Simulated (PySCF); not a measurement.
```xyz
3
charge 0 multiplicity 3, angstrom
Te    0.0000   -1.2948    0.0000
Te    1.7842    0.6474    0.0000
Te   -1.7842    0.6474    0.0000
```

Method: PySCF, UPBE0, basis Te def2-TZVP with ECP28 (scalar-relativistic core potentials, no spin–orbit coupling, density fitting).

This geometry of Te3 is a stationary point at this level.

(1) What is the point group?

(2) Is it a minimum?

(3) List the harmonic modes with their infrared intensities.

(4) What are the dipole moment and the gap between the highest occupied and lowest empty levels of either spin?

Answers

(1) C2v.

(2) Yes: all harmonic wavenumbers are real.

(3) 
```tsv
symmetry	ω (cm⁻¹)	IR (km/mol)
a1	68	0.0
b2	187	6.7
a1	234	0.0
```

(4) 1.10 D and 1.99 eV.

Only a few start shapes were tried, so a lower isomer may exist. At this level a singlet minimum of D3h symmetry lies 56 kJ/mol below this structure. Spin–orbit coupling, left out here, can matter for elements this heavy.
